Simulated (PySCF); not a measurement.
**Vertical excitation energies**

Species: C2H10OS2Si2.
SMILES: `[SiH2](S[SiH2]OC)SC`

Level of theory: PySCF 2.14.0, density-fitted response routines, TDDFT CAM-B3LYP/def2-SVPD, vertical, gas phase, core orbitals frozen in the response. The structure is a single GFN2-xTB conformer in the gas phase; no vibrational or solvent corrections. Torsions of this conformer, `[CH3:1][O:2][SiH2:3][S:4][SiH2:5][S:6][CH3:7]`: C1–O2–Si3–S4 -47°, O2–Si3–S4–Si5 -168°, Si3–S4–Si5–S6 -166°, S4–Si5–S6–C7 -39°.

Question: List the vertical singlet excitations with oscillator strengths and describe the spectrum.

Answer: 

```csv
state,E (eV),E (hartree),f,"main configurations (H = HOMO, L = LUMO)"
S1,5.40,0.1983,0.0092,"H→L (57%), H→L+1 (20%)"
S2,5.77,0.2122,0.0002,"H-1→L (80%), H-1→L+1 (11%)"
S3,5.92,0.2175,0.011,"H→L+1 (57%), H→L (19%), H→L+2 (11%)"
S4,6.20,0.2278,0.013,"H-1→L+1 (73%), H-1→L (9%)"
S5,6.53,0.2401,0.0055,"H-1→L+2 (56%), H-1→L+3 (8%)"
S6,6.70,0.2461,0.0052,"H→L+3 (42%), H→L+2 (33%)"
S7,6.97,0.2561,0.0012,"H-2→L (17%), H→L+5 (17%), H→L+3 (14%)"
S8,7.11,0.2611,0.0015,"H-1→L+3 (64%), H-1→L+2 (10%), H-1→L+5 (9%)"
```

Triplets, Tamm–Dancoff:

```
state  E (eV)  λ (nm)  main configurations (H = HOMO, L = LUMO)
   T1    5.05   245.7                    H→L (45%), H→L+1 (27%)
   T2    5.49   225.7        H→L+1 (44%), H→L (29%), H→L+2 (9%)
   T3    5.59   221.9                               H-1→L (87%)
```

The lowest singlet lies at 5.40 eV (230 nm, ultraviolet) and is weak; its leading configuration is HOMO→LUMO (57%). The strongest level in the table is S4 at 6.20 eV (200 nm, f = 0.013). Löwdin shares by element: HOMO sulfur 70% or more, carbon 10% or more, silicon 9% or more; LUMO sulfur 36%, silicon 32% (atoms not listed hold the other 32%). Weighted by f, the mean energy of these states is 6.11 eV. The oscillator strengths of these states sum to 0.047; summed over the whole spectrum of an exact calculation they would give the number of electrons, 90 (Thomas–Reiche–Kuhn). Orbital energies (eV): HOMO-3 -10.13, HOMO-2 -9.72, HOMO-1 -8.65, HOMO -8.29, LUMO 0.50, LUMO+1 0.67, LUMO+2 1.03. Singlets were solved by full linear response, triplets in the Tamm–Dancoff approximation.
